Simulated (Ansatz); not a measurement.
Name a neutral molecule of B, C, N and H with HOMO energy (B3LYP/def2-TZVPP) between -5.95 and -5.65 eV and HOMO energy (PBE/def2-TZVPP) between -4.85 and -4.55 eV (Ansatz, PBE0-D4/def2-TZVP geometry).

`CB1NC1(N)N` (-5.86 eV, -4.74 eV); `NB1CNC1` (-5.88 eV, -4.68 eV). Other molecules can fit too; these were computed, each in one conformer that needn't be the lowest.

B3LYP here is the variant with VWN-RPA as its local correlation; programs differ in this.
